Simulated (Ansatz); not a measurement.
`B[BH][GeH3]` + `C=C[SiH2][SiH2]S` → `S[SiH2][SiH2][GeH3]` + `BBC=C`  (redistribution)

Isolated molecules relaxed with PBE0-D4/def2-TZVP in Ansatz; ΔE leaves out vibrations. CCSD(T)/CBS is the MP2 limit (def2-TZVPP, def2-QZVPP) plus CCSD(T) − MP2 in def2-TZVPP, frozen cores. Functionals use def2-TZVPP. For Ge outer-core shells are correlated without core-valence functions, which leaves a few kJ/mol of doubt a bond. Scalar relativity is left out up to krypton. One conformer a species, not always the lowest.

```json
{"level": "PBE-D4", "ΔE (kJ/mol)": "-34.6"}
{"level": "r2SCAN-D4", "ΔE (kJ/mol)": "-33.0"}
{"level": "PBE", "ΔE (kJ/mol)": "-36.2"}
{"level": "HF/CBS(def2)", "ΔE (kJ/mol)": "-45.0"}
```

**Question.** What does CCSD(T)/CBS give? (An estimate is asked.)

**Answer.** Computed: -35.5 kJ/mol. The listed levels differ from it by 0.9, 2.5, -0.7, -9.5 kJ/mol.

Largest T1 diagnostic among the species: 0.013.

In def2-TZVPP, CCSD(T) changes the Hartree–Fock value by +8.6 kJ/mol (the triples alone add +0.8 kJ/mol) and MP2 by +9.1 kJ/mol.
